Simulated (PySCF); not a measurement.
## State search for CsBi

Unrestricted PBE0; Cs def2-SVPD with ECP46, Bi def2-SVPD with ECP60; scalar-relativistic core potentials (PySCF 2.14). Outer shells of the fragments: Cs 6s1; Bi 5d10 6s2 6p3.

Followed along the bond (rough minima from three points):

```json
{"2Ms+1": "3", "unpaired": "π ↑↑", "⟨S²⟩ at the start": "2.03", "R at minimum (Å)": "3.75", "Te (eV)": "0.00"}
{"2Ms+1": "1", "unpaired": "π ↑↓", "⟨S²⟩ at the start": "1.00", "R at minimum (Å)": "3.73", "Te (eV)": "0.32"}
{"2Ms+1": "3", "unpaired": "σ ↑, π ↑", "⟨S²⟩ at the start": "2.00", "R at minimum (Å)": "3.51", "Te (eV)": "0.38"}
{"2Ms+1": "1", "unpaired": "σ ↓, π ↑", "⟨S²⟩ at the start": "1.00", "R at minimum (Å)": "3.52", "Te (eV)": "0.67"}
{"2Ms+1": "1", "unpaired": "none", "⟨S²⟩ at the start": "0.00", "R at minimum (Å)": "3.72", "Te (eV)": "1.14"}
```

Solutions found at the starting distance of 3.665 Å, counted from the lowest of them; the search is not exhaustive and high or unbound solutions are not listed, so other states can lie among these:

```csv
2Ms+1,unpaired,term,E (eV),⟨S²⟩,⟨Lz²⟩,μ (D)
3,π ↑↑,³Σ⁻,0.00,2.03,0.00,-9.38
1,π ↑↓,mixed,0.31,1.00,2.01,-9.75
3,"σ ↑, π ↑",³Π,0.40,2.00,1.01,-11.60
1,"σ ↓, π ↑",mixed,0.69,1.00,1.01,-11.45
1,none,mixed,1.14,0.00,2.00,-9.77
5,"σ ↑↑, π ↑↑",⁵Σ⁻,1.31,6.00,0.00,1.79
```

A term symbol is given only where ⟨S²⟩ and ⟨Lz²⟩ are close to those of a pure state; real π, δ and φ orbitals otherwise mix terms. A positive dipole means Cs(−)Bi(+).

Spin–orbit coupling is left out, which matters for elements this heavy, above all for dissociation energies. Counting both spins, an empty level lies below a filled one in some of these solutions, because spin and occupation are held.
